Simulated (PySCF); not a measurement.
C4H6F2, SMILES C[C@@H]1CC1(F)F.

The structure is a stationary point at PBE-D3(BJ)/def2-SVP.

Level of theory: SMD-M06-2X/def2-SVP run with PySCF.

Solvation free energies are E(SMD) − E(gas) at the gas-phase geometry, for 1 M in both phases. In vacuum the dipole moment is 2.28 D.

```csv
solvent,ΔG(solv) (kcal/mol),its non-electrostatic (CDS) part,dipole (D)
water,-0.1,3.6,2.79
n-hexane,-3.0,-1.6,2.47
acetonitrile,…,…,…
```

Fill in the missing entries. (The exact figures need the calculation; the answer reports its results.)


- acetonitrile, ΔG(solv) (kcal/mol): -4.0
- acetonitrile, its non-electrostatic (CDS) part: -0.4
- acetonitrile, dipole (D): 2.78
